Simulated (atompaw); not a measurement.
Tb: PAW (atompaw) pseudisation with PBE, scalar-relativistic reference atom.

Tb (Z = 65), PAW, made with atompaw 4.2.0.5 (PBE, scalar-relativistic). Core [Kr] 4d10, reference 4f8 5s2 5p6 5d1 6s2 6p0. Waves: 5s (bound): rc 1.40 bohr; 6s (bound): rc 2.95 bohr; 5p (bound): rc 1.90 bohr; 6p (bound, empty): rc 2.95 bohr; 5d (bound): rc 2.95 bohr; 5d channel at 3 Ry: rc 2.40 bohr; 4f (bound): rc 0.70 bohr; 4f channel at -0.25 Ry: rc 0.70 bohr. Local part: troulliermartins scheme with l = 4 at 0 Ry, radius 1.95 bohr. Core correction: smooth core density matched at 2.40 bohr. Augmentation charge: besselshape compensation charge, radius 2.90 bohr; PAW radius 2.95 bohr; waves and projectors: custom rrkj gramschmidtortho.

All-electron outer shells of the reference configuration (PBE, scalar-relativistic, ld1.x):

```tsv
shell	level (eV)	outermost node (bohr)	outermost maximum (bohr)
4p	-287.57	0.28	0.53
4d	-153.88	0.26	0.55
5s	-51.27	0.64	1.18
5p	-27.89	0.69	1.33
4f	-8.97	–	0.55
6s	-4.19	1.57	3.32
5d	-2.42	0.77	1.94
6p	-1.33	1.89	4.54
```

Results:

* Cutoffs needed: over 300 Ry and over 300 Ry (the cutoffs (Ry, on a coarse ladder) from which the occupation-weighted sum of valence levels, in a spherical-Bessel basis at the reference potential, stays within 10 and 1 mRy of its value at 400 Ry)
* Ghost test: no extra level below or beside the all-electron valence levels (s, p, d, f tested) (spherical-Bessel basis up to 400 Ry, 20 bohr box)
* Lowest eigenvalue of the overlap operator: 0.32 (d channel)
* Overlap eigenvalues printed by atompaw (projector basis): 0.192, 0.287, 0.442, 1.86, 39.9, 76.3, 877, 1.16e+03
* Share of each valence orbital outside the PAW sphere: 5s 0 %, 6s 76 %, 5p 2 %, 6p 93 %, 5d 38 %, 4f 0 %

Generation and tests took about 18 s on one core of a shared server CPU.
